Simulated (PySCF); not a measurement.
# What a mistake does to a calculation on AlH5OSi2

All numbers below are calculated, not measured. The program is PySCF 2.14.0, an open-source quantum chemistry code, run on an isolated molecule that a program drew, which may never have been made. The molecule is AlH5OSi2 (charge 0, singlet), drawn as the SMILES string `[AlH2][O][Si][SiH3]`.

Each row is a Hartree-Fock (HF) and frozen-core CCSD(T) single point in the cc-pV(D+d)Z basis, meant for a local HF minimum. Run 1 is clean. Each other run has one planted mistake out of seven kinds, and not every kind appears here: one electron removed, one electron added, multiplicity raised by two, geometry at a saddle point, minimal basis STO-3G, one bond length entered in bohr, all coordinates scaled. The reference is restricted for singlets and unrestricted otherwise, and also for a bond in bohr. Adding or removing an electron swaps singlet and doublet. Electrons count all cores. HOMO and LUMO are orbital energies over both spins, the gradient is its largest component, and the lowest frequency (negative if imaginary) is given only where the gradient is small. Bond lengths are over the 8 bonds as drawn. T1 is the CCSD diagnostic: over 0.02 (restricted) or 0.045 (unrestricted) a single reference is doubtful.

Geometry of the clean run:
```xyz
9
AlH5OSi2, angstrom
Al    0.9215   -0.0172   -2.6321
O     1.1947    0.3855   -1.0070
Si    1.5583    0.9014    0.5102
Si    0.2220   -0.7876    1.6900
H     1.9013   -1.0402   -3.3114
H    -0.2927    0.6597   -3.3638
H    -1.2029   -0.6808    1.2649
H     0.2622   -0.6901    3.1734
H     0.6941   -2.1498    1.3102
```

| run | electrons | basis functions | <S^2> | HOMO (eV) | LUMO (eV) | gradient (hartree/bohr) | lowest frequency (cm^-1) | mean bond (Å) | longest bond (Å) | T1 | HF (hartree) | CCSD(T) (hartree) | mistake |
|---|---|---|---|---|---|---|---|---|---|---|---|---|---|
| 1 | 54 | 108 | 0.000 | -7.91 | 0.96 | 2.6e-05 | 46 | 1.6758 | 2.456 | 0.0179 | -897.60412 | -898.10349 | no fault |
| 2 | 54 | 108 | 1.154 | -8.12 | 0.87 | 1.3e-02 | - | 1.8416 | 2.817 | 0.0560 | -897.50583 | -897.98887 | one bond length entered in bohr |
| 3 | 54 | 108 | 2.016 | -7.17 | 0.37 | 2.0e-02 | - | 1.6758 | 2.456 | 0.0215 | -897.57606 | -898.05394 | multiplicity raised by two |
| 4 | 53 | 108 | 0.780 | -15.36 | -5.91 | 7.2e-02 | - | 1.6758 | 2.456 | 0.0230 | -897.35130 | -897.82441 | one electron removed |
| 5 | 54 | 108 | 0.000 | -7.73 | 1.15 | 6.3e-02 | - | 1.5769 | 2.311 | 0.0163 | -897.57147 | -898.06499 | ? |
| 6 | 55 | 108 | 0.770 | -0.84 | 5.02 | 7.6e-02 | - | 1.6758 | 2.456 | 0.0217 | -897.60068 | -898.10990 | ? |

**Which mistake was planted in run 5, and what did it cost?**

The mean and the longest bond both change by the same factor, 0.941, and the gradient is no longer small. So the mistake is: all coordinates scaled. Subtracting run 1 and multiplying by 627.51 kcal/mol a hartree, the energy moved by 20.5 kcal/mol in HF and 24.2 kcal/mol in CCSD(T).

**Which mistake was planted in run 6, and what did it cost?**

It counts 55 electrons, one more than the clean run, at the same geometry and basis. So the mistake is: one electron added. Subtracting run 1 and multiplying by 627.51 kcal/mol a hartree, the energy moved by 2.2 kcal/mol in HF and -4.0 kcal/mol in CCSD(T).

Cautions from the logs. Run 2: T1 is over the limit, so its CCSD(T) energy is less reliable.
